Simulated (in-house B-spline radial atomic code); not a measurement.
# Ni4+: [Ne] 3s2 3p5 3d6 4f1 (an excited or competing configuration)

Method: non-relativistic HSE06, spin-polarised, spherical fractional occupations, exact exchange averaged over the configuration, point nucleus. Calculated with a B-spline radial code for spherical atoms.

Effective charges: Z_r = [3n² - l(l+1)]/(2<r>) from the radius, Z_e = n√(-2ε) from the energy, and Slater's rules. Values are occupation-weighted means over spin.

```tsv
shell	electrons	ε (eV)	<r> (bohr)	Z_r	Z_e	Slater
1s	2	-8257.2	0.05482	27.36	24.64	27.70
2s	2	-1064.4	0.2478	24.22	17.69	23.85
2p	6	-938.95	0.2164	23.11	16.61	23.85
3s	2	-191.21	0.7286	18.53	11.25	17.10
3p	5	-152.97	0.7471	16.73	10.06	17.10
3d	6	-89.015	0.788	13.32	7.67	9.25
4f	1	-19.708	3.379	5.33	4.81	5.00
```

The least bound orbital is 4f up at -19.71 eV, and it is also the most diffuse (<r> = 3.379 bohr).
